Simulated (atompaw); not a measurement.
PBE PAW (atompaw) dataset for strontium, scalar-relativistic all-electron reference.

atompaw 4.2.0.5 input, output lines left out:

```
Sr 38
GGA-PBE scalarrelativistic loggrid 1500 logderivrange -4 5 226
5 5 4 0 0 0
5 1 0
4 2 0
0 0 0
c
c
c
c
v
c
c
v
v
c
v
2
3.00 2.80 1.95 2.00
y
0.3
n
n
y
1
n
custom polynom vanderbiltortho sinc
bessel
1.30
1.30
2.20
2.30
3.00
3.00
```

Question: Does the generator finish with these settings?

Answer: No. atompaw 4.2.0.5 stopped with "atompaw: The overlap operator has at least one negative eigenvalue!": the overlap operator built from these waves and projectors is not positive definite. The 5s radius of 1.30 bohr lies inside the outermost node of the all-electron wave at 1.65 bohr.
